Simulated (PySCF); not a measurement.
PySCF 2.14 output of an unrestricted BP86 calculation on a single atom or ion in jorge-DZP-DKH, with scalar relativity by spin-free X2C-1e:

```
SCF conv_tol = 1e-09
number electrons alpha = 2  beta = 2
    A. D. Becke.,  Phys. Rev. A 38, 3098 (1988)
    J. P. Perdew.,  Phys. Rev. B 33, 8822 (1986)
cycle= 1 E= -14.659826331441  delta_E= -0.000949  |g|= 0.00223  |ddm|= 0.0674
cycle= 2 E= -14.6598337142111  delta_E= -7.38e-06  |g|= 0.000751  |ddm|= 0.0151
cycle= 3 E= -14.6598341016443  delta_E= -3.87e-07  |g|= 3.08e-05  |ddm|= 0.00248
cycle= 4 E= -14.6598341029315  delta_E= -1.29e-09  |g|= 8.07e-07  |ddm|= 0.000157
cycle= 5 E= -14.6598341029318  delta_E= -3.32e-13  |g|= 1.28e-09  |ddm|= 2.29e-06
converged SCF energy = -14.6598341029318  <S^2> = -4.4408921e-15  2S+1 = 1
```

The run itself started from symmetry-adapted Hartree-Fock orbitals and held the occupation by maximum overlap, on a logarithmic radial grid, so the iterations belong to that start.

**Question.** Which element, charge and spin multiplicity is this?

**Answer.** Be (beryllium, neutral), multiplicity 1; the state was [He] 2s2, closed-shell 1S.
